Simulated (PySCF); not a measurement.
Nb(F)4(SH) (F4HNbS), SMILES [F][Nb]([F])([F])([F])[SH], multiplicity 1. Geometry: PBE0-D3(BJ)/def2-SVP. The multiplicity is an assumed one; no other spin state was optimised. The structure was generated by enumeration; whether it is a known compound was not checked. The def2 effective core potentials stand for the cores of Nb; spin–orbit coupling is left out. One conformer was computed; it need not be the lowest.

Computed equilibrium geometry at PBE0-D3(BJ)/def2-SVP (PySCF confirms it by a frequency run) as bond lengths and angles, and its point group (one conformer of several):
point group Cs.
Atoms: Nb1 F2 F3 F4 F5 S6 H7. Bond lengths (Å): Nb1–F2 1.867, Nb1–F3 1.859, Nb1–F4 1.840, Nb1–F5 1.840, Nb1–S6 2.364, S6–H7 1.352. Bond angles (°): F2–Nb1–F3 170.5, F2–Nb1–F4 92.0, F2–Nb1–F5 92.0, F2–Nb1–S6 87.3, F3–Nb1–F4 92.5, F3–Nb1–F5 92.5, F3–Nb1–S6 83.2, F4–Nb1–F5 122.6, F4–Nb1–S6 118.7, F5–Nb1–S6 118.7, Nb1–S6–H7 95.2.
